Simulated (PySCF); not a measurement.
## BI and its ions

RHF-MP2; PySCF, scalar-relativistic core potentials, basis sets B def2-SVPD, I def2-SVPD with ECP28. Neutral (RHF): singlet (closed shell), Re = 2.126 Å, ωe = 595 cm⁻¹, De = 3.53 eV.

BI⁺ (UHF): doublet (σ ↑), Re = 1.956 Å, ωe = 862 cm⁻¹, De = 3.01 eV to B⁺ + I. The energies at the minima are -321.42188 hartree for BI and -321.09935 for BI⁺.

(1) Work out the adiabatic ionisation energy, without and with harmonic zero-point energies (1 hartree = 27.2114 eV, 1 eV = 8065.5 cm⁻¹), and the change of the bond length.

BI⁻ (UHF): doublet (π ↑), Re = 2.414 Å, ωe = 294 cm⁻¹, De = 0.77 eV to B + I⁻. The energies at the minima are -321.42188 hartree for BI and -321.43694 for BI⁻.

(2) Work out the adiabatic electron affinity, without and with harmonic zero-point energies (1 hartree = 27.2114 eV, 1 eV = 8065.5 cm⁻¹), and the change of the bond length.

Correlated steps freeze 5 core orbitals. Correlated levels converge slowly with the basis: in double zeta they bind strong bonds too weakly, by up to about 1 eV, and carry superposition errors of some tenths. These are scalar-relativistic numbers at best; spin–orbit coupling would shift them, the dissociation energy most. For an ion De counts to the pair picked by the measured ionisation energies or electron affinities, which need not be the lowest pair at this level. Where the molecule has an RHF reference, its open-shell atoms are computed with UHF. States were picked by a PBE0 search and need not be the measured ground states.

Neutral and ion stand on different kinds of reference determinant, which adds to the error of the difference.

Answers

(1) At MP2: 0.32253 hartree = 8.776 eV between the minima; the zero-point term (862.0 − 595.0)/2 cm⁻¹ = +0.017 eV makes it 8.793 eV. Re changes by -17.0 pm against the neutral. The electron leaves a σ orbital, and the shorter bond of the ion fits an antibonding orbital, or a change in how ionic the bond is.

(2) At MP2: 0.01506 hartree = 0.410 eV between the minima; the zero-point term (595.0 − 294.0)/2 cm⁻¹ = +0.019 eV makes it 0.428 eV. Re changes by +28.8 pm against the neutral. The electron enters a π orbital, and the ion is left as a loose complex of an ion and an atom.
